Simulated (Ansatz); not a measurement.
Cartesian coordinates in Å:
```
B 0.995 -0.143 2.007
S 0.177 -1.265 0.922
C -0.299 -0.292 -0.449
C -0.967 -0.699 -1.571
Al -0.580 1.114 -1.636
H 1.113 1.005 1.711
H 1.410 -0.604 3.025
H -1.324 -1.696 -1.818
H -0.525 2.579 -2.190
```

The species carries charge 0 and has multiplicity 1.

Task: List the ωB97M-V/def2-TZVPP orbital energies in eV (the Gaussian-basis code of Ansatz). (Estimate.)

Result: Computed: Occupied: -2427.00, -1532.30, -282.14, -281.44, -220.98, -188.06, -164.08, -163.97, -163.96, -116.96, -76.60, -76.47, -76.42, -25.18, -22.79, -17.25, -16.63, -14.61, -13.68, -12.60, -12.06, -11.56, -10.53, -9.36, -8.90. Lowest empty: 0.30, 0.99, 1.24, 1.45, 2.05, 3.03, 3.14, 3.58.
